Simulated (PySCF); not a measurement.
# Shapes and spin states of NiS₂

Level of theory: PBE0/[Ni def2-SVP, S def2-SVP], no relativity, density fitting, PySCF.

Relaxations began from a few typed shapes and spin states; open shells are unrestricted. The search is not exhaustive: other isomers or separated fragments can lie lower, and high-lying points may rest on an excited occupation.

```tsv
spin	group	bonds	angles	imaginary modes (cm⁻¹)	ΔE (kJ/mol)	ΔE with ZPE (kJ/mol)
triplet	C2v	Ni–S 2.118 Å (×2), S–S 2.122 Å	Ni–S–S 59.9° (×2), S–Ni–S 60.1°	none	0.0	0.0
broken-symmetry Ms = 0 (⟨S²⟩ 0.98)	C2v	Ni–S 2.130 Å (×2), S–S 2.104 Å	Ni–S–S 60.4° (×2), S–Ni–S 59.2°	none	23.0	22.8
triplet	C2v	Ni–S 2.168 Å (×2), S–S 2.177 Å	Ni–S–S 59.9° (×2), S–Ni–S 60.3°	none	29.4	29.4
quintet	C2v	Ni–S 2.359 Å (×2), S–S 2.001 Å	Ni–S–S 64.9° (×2), S–Ni–S 50.2°	none	55.9	56.1
singlet (closed shell, unstable to spin polarisation)	C2v	Ni–S 2.121 Å (×2), S–S 2.081 Å	Ni–S–S 60.6° (×2), S–Ni–S 58.8°	none	64.0	65.2
quintet	D∞h	Ni–S 2.106 Å (×2)	S–Ni–S 180.0°	none	69.3	68.3
quintet	C2v	Ni–S 2.075 Å (×2)	S–Ni–S 140.9°	none	96.4	95.4
quintet	D∞h	Ni–S 2.100 Å (×2)	S–Ni–S 180.0°	55i	101.3	–
```

The lowest minimum found is the triplet C2v: Ni–S 2.118 Å (×2), S–S 2.122 Å; Ni–S–S 59.9° (×2), S–Ni–S 60.1°.

For the lowest minimum: other spin states or occupations of the open shell can lie lower.

The electron or spin density has lower symmetry than the nuclear frame for the broken-symmetry Ms = 0 (⟨S²⟩ 0.98) C2v at 23.0 kJ/mol, triplet C2v at 29.4 kJ/mol, quintet D∞h at 69.3 kJ/mol, quintet D∞h at 101.3 kJ/mol.
